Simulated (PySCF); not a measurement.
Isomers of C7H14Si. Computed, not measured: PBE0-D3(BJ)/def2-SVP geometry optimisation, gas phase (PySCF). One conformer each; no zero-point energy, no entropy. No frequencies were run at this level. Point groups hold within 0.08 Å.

Task: Rank from lowest to highest electronic energy at this level (kJ/mol).
A. `[CH2:1]=[CH:2][CH2:3][C@H:4]1[CH2:5][CH2:6][SiH2:7][CH2:8]1` with C1–C2–C3–C4 120°, C2–C3–C4–C5 175°, C3–C4–C5–C6 176°, C4–C5–C6–Si7 -37°, C5–C6–Si7–C8 13°, C6–Si7–C8–C4 13°
B. `[CH3:1][CH:2]([CH3:3])[C@@H:4]1[CH:5]=[CH:6][CH2:7][SiH2:8]1` with C1–C2–C4–C5 -175°
C. `[CH3:1][CH:2]([CH3:3])[SiH:4]1[CH2:5][CH:6]=[CH:7][CH2:8]1` with C1–C2–Si4–C5 -171°

Result: C (0.0), B (22.6), A (38.2).

| SMILES | E (Eh) | E rel (kJ/mol) | dipole (D) | point group | A, B, C (MHz) |
| --- | --- | --- | --- | --- | --- |
| CC(C)[SiH]1CC=CC1 | -563.93769 | 0.0 | 0.60 | Cs | 3127, 1123, 909.1 |
| CC(C)[C@@H]1C=CC[SiH2]1 | -563.92909 | 22.6 | 0.46 | C1 | 2728, 1273, 1085 |
| C=CC[C@H]1CC[SiH2]C1 | -563.92313 | 38.2 | 0.70 | C1 | 3616, 903.2, 769.8 |

Task: How do the relative energies change in single points at PBE0/pcSseg-1 (no added dispersion term) on the same geometries?

Result: 
| SMILES | PBE0-D3(BJ)/def2-SVP (kJ/mol) | PBE0/pcSseg-1 (kJ/mol) | shift |
| --- | --- | --- | --- |
| CC(C)[SiH]1CC=CC1 | 0.0 | 0.0 | 0.0 |
| CC(C)[C@@H]1C=CC[SiH2]1 | 22.6 | 27.3 | +4.7 |
| C=CC[C@H]1CC[SiH2]C1 | 38.2 | 38.6 | +0.4 |

Each column counts from its own lowest isomer. The order is unchanged; the largest shift is 4.7 kJ/mol.

Task: As an exercise, what shares would exp(−E/RT) give at 1000 K from these electronic energies alone (no entropy, no degeneracies)?

Result: RT = 8.314 kJ/mol: CC(C)[SiH]1CC=CC1 92.9 %, CC(C)[C@@H]1C=CC[SiH2]1 6.2 %, C=CC[C@H]1CC[SiH2]C1 0.9 %.
